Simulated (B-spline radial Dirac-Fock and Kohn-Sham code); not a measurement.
# Scattering functions of Ir⁶⁹⁺

System: Ir⁶⁹⁺ in the configuration [He] 2s2 2p4.

Level of theory: relativistic Hartree-Fock (Dirac-Fock) wave functions, averaged over the configuration; a radial atomic solver. f₀ is the Fourier transform of the spherical electron density, S the Waller-Hartree incoherent function, and s = sin θ/λ.

```csv
s (Å⁻¹),f₀,S
0,8.000,0.000
0.05,7.999,0.001
0.1,7.998,0.003
0.15,7.995,0.007
0.2,7.990,0.012
0.25,7.985,0.019
0.3,7.978,0.028
0.35,7.971,0.038
0.4,7.962,0.049
0.45,7.951,0.062
0.5,7.940,0.077
0.6,7.914,0.110
0.7,7.883,0.149
0.8,7.848,0.194
0.9,7.808,0.244
1,7.764,0.299
1.1,7.716,0.360
1.2,7.663,0.426
1.4,7.547,0.571
1.6,7.416,0.733
1.8,7.271,0.910
2,7.114,1.100
2.5,6.677,1.618
3,6.195,2.170
3.5,5.691,2.725
4,5.184,3.261
5,4.228,4.210
6,3.415,4.955
```

f₀ starts at the number of electrons, 8, and has fallen to half at s ≈ 5.28 Å⁻¹. The sum of ⟨r²⟩ over the electrons is 0.03271 bohr².

Values without a named source are computed, but for edge energies of neutral atoms, which are taken from tables.
